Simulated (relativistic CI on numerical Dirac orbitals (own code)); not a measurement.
# Au LX: q coefficients and field-shift factors

These numbers are calculated, not measured: Dirac-Coulomb-Breit CI, orbitals from a KLI potential per configuration, derivatives by finite differences, unscaled Slater integrals, QED left out (own radial code, finite nucleus).

Configuration list (outside the closed core [Ne]): 3s2 3p6 3d2, 3s2 3p5 3d3, 3s 3p6 3d3, 3s2 3p6 3d 4s, 3s2 3p6 3d 4p, 3s2 3p6 4s2. Double excitations out of closed p, d and f shells are left out; levels of such configurations are missing from the list, as are those of other unlisted configurations, and high levels can miss mixing partners.

With x = (α/α₀)² − 1 an excitation energy changes as ω = ω₀ + qx; K = 2q/ω₀ is the relative enhancement. Terms are leading LS components, so labels can repeat. The field-shift factor is F = δν/δ⟨r²⟩ for the transition from the lowest level.

Lowest level 3s2 3p6 3d2 3F_2.

```csv
Level,ω₀ (cm⁻¹),q (cm⁻¹),K,F (GHz/fm²)
3s2 3p6 3d2 3P_0,215770,24730,0.229,1.39
3s2 3p6 3d2 3F_3,797477,844300,2.12,27.6
3s2 3p6 3d2 3P_2,891390,845100,1.9,26.4
3s2 3p6 3d2 1G_4,921118,844600,1.83,28.1
3s2 3p6 3d2 3P_1,936877,858300,1.83,26.3
3s2 3p6 3d2 3F_4,1667526,1.684e+06,2.02,54.8
3s2 3p6 3d2 1D_2,1744639,1.699e+06,1.95,53.9
3s2 3p6 3d2 1S_0,1968073,1.697e+06,1.72,57
3s2 3p5 3d3 3D°_2,2407612,181200,0.151,33.4
3s2 3p5 3d3 5D°_1,2456642,209000,0.17,34.2
3s2 3p5 3d3 5D°_0,2489950,193300,0.155,34.1
3s2 3p5 3d3 3F°_3,2501115,173900,0.139,33.8
3s2 3p5 3d3 5F°_3,3122155,1.011e+06,0.648,60.1
```

At this charge energies of transitions that change n are usually good to better than 1 %, and those within a shell (Δn = 0) to a few per cent.
